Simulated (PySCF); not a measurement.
Heteronuclear NMR

Molfile (atoms numbered from 1):
```
C6H7F3
     RDKit          3D

 16 15  0  0  0  0  0  0  0  0999 V2000
    2.9833    0.3650   -0.4651 C   0  0  0  0  0  0  0  0  0  0  0  0
    1.7172    0.4001   -0.0616 C   0  0  0  0  0  0  0  0  0  0  0  0
    0.9753   -0.7933    0.2791 C   0  0  0  0  0  0  0  0  0  0  0  0
   -0.2810   -0.8657    0.7192 C   0  0  0  0  0  0  0  0  0  0  0  0
   -1.2130    0.2864    0.9520 C   0  0  0  0  0  0  0  0  0  0  0  0
   -2.4246    0.1732    0.0438 C   0  0  0  0  0  0  0  0  0  0  0  0
   -3.2790    1.1963    0.2214 F   0  0  0  0  0  0  0  0  0  0  0  0
   -3.1283   -0.9480    0.2591 F   0  0  0  0  0  0  0  0  0  0  0  0
   -2.0966    0.1764   -1.2557 F   0  0  0  0  0  0  0  0  0  0  0  0
    3.5209   -0.5647   -0.5537 H   0  0  0  0  0  0  0  0  0  0  0  0
    3.5256    1.2588   -0.7200 H   0  0  0  0  0  0  0  0  0  0  0  0
    1.2103    1.3514    0.0134 H   0  0  0  0  0  0  0  0  0  0  0  0
    1.5249   -1.7182    0.1622 H   0  0  0  0  0  0  0  0  0  0  0  0
   -0.7157   -1.8336    0.9285 H   0  0  0  0  0  0  0  0  0  0  0  0
   -0.7436    1.2488    0.7526 H   0  0  0  0  0  0  0  0  0  0  0  0
   -1.5834    0.2760    1.9810 H   0  0  0  0  0  0  0  0  0  0  0  0
  1  2  2  0
  2  3  1  0
  3  4  2  0
  4  5  1  0
  5  6  1  0
  6  7  1  0
  6  8  1  0
  6  9  1  0
  1 10  1  0
  1 11  1  0
  2 12  1  0
  3 13  1  0
  4 14  1  0
  5 15  1  0
  5 16  1  0
M  END
```

How the numbers were obtained: σ from GIAO-PBE0/pcSseg-1, GFN2-xTB structure, in PySCF (averaged over atoms made equivalent by symmetry, fast rotation or ring inversion, non-relativistic, no solvent model, one computed conformer).

**Question.** What are the 19F shifts?

**Answer.** 
```json
{"atoms": "F7/F8/F9", "environment": "fluorine of a CF3 group", "σ (ppm)": "252.4", "δ (ppm)": "-67.1"}
```

Shieldings were converted by a linear fit to measured shifts: 19F (scatter 6.0 ppm rms, 7.0 ppm with the 5 outliers that the fit left out vs CFCl3, solution or neat liquid, with a term for F on sp3 carbon). Occasional misses reach two or three times the rms, and more in compound classes unlike the fitted ones.

On a 600 MHz spectrometer 19F resonates near 564.6 MHz, so 1 ppm is 564.6 Hz.
